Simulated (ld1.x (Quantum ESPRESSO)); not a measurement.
## Scattering properties, RRKJ potential for germanium

germanium, norm-conserving RRKJ (Kleinman–Bylander form), made with ld1.x (Quantum ESPRESSO) 7.5 (PBEsol, scalar-relativistic). Core [Ne], reference 3s2 3p6 3d10 4s2 4p2. Waves: 3s (bound): rc 0.85 bohr; 3p (bound): rc 0.95 bohr; 3d (bound): rc 0.70 bohr. Local part: the d channel. Core correction: Bessel-smoothed model core, default radius (core density twice the valence density). rho0 = 0.01.

Occupied shells without a wave of their own: 4p, 4s. They enter only through the test configuration that unscreens the potential, and ld1.x also counts them in the model core charge.

The phase is arctan(r·u′/u) with u = r·R(r), unwrapped; energies in Ry, scanned from -14 to 5 Ry. A pole is an energy at which the radial function vanishes at the test radius. The pseudo phase is shifted by a multiple of π to meet the all-electron one at the reference energy, and phase errors are pseudo minus all-electron; the curves can meet again beyond the range given. Levels narrower than the energy grid can be missing from the lists of poles.

Q: For each channel, where are the poles, and over which energies does the pseudopotential scatter like the atom?

A:

```csv
channel,radius (bohr),reference energy (Ry),"poles, all-electron","poles, pseudo",unbroken range about the reference energy with phases within 0.05 rad,phase error 1 Ry above the reference energy (rad)
s,1.05,-12.36,-10.32,"-10.33, 1.43",below -1.2,-0.000
p,1.05,-8.48,-6.14,-6.14,the whole range,+0.000
d,1.05,-2.15,0.44,0.46,the whole range,+0.001
```

The potential misses its own reference levels by up to 1.3 eV, so it is not fit for use. ld1.x takes every shell without a wave as core, so the model core holds the 4p, 4s electrons as well and exchange and correlation see them twice. This cancels in the reference configuration, but the file is broken for other ones, and its errors say nothing about a proper core correction.

Phases in the p channel:

| E (Ry) | all-electron | pseudo |
| --- | --- | --- |
| -14.00 | 1.159 | 1.159 |
| -13.04 | 1.095 | 1.094 |
| -12.08 | 0.985 | 0.984 |
| -11.12 | 0.761 | 0.760 |
| -10.16 | 0.188 | 0.186 |
| -9.20 | -0.773 | -0.773 |
| -8.24 | -1.258 | -1.258 |
| -7.28 | -1.454 | -1.454 |
| -6.32 | -1.557 | -1.557 |
| -5.36 | -1.621 | -1.621 |
| -4.40 | -1.668 | -1.668 |
| -3.44 | -1.705 | -1.705 |
| -2.48 | -1.737 | -1.737 |
| -1.52 | -1.766 | -1.767 |
| -0.56 | -1.794 | -1.796 |
| 0.40 | -1.823 | -1.825 |
| 1.36 | -1.854 | -1.856 |
| 2.32 | -1.888 | -1.891 |
| 3.28 | -1.926 | -1.930 |
| 4.24 | -1.972 | -1.977 |
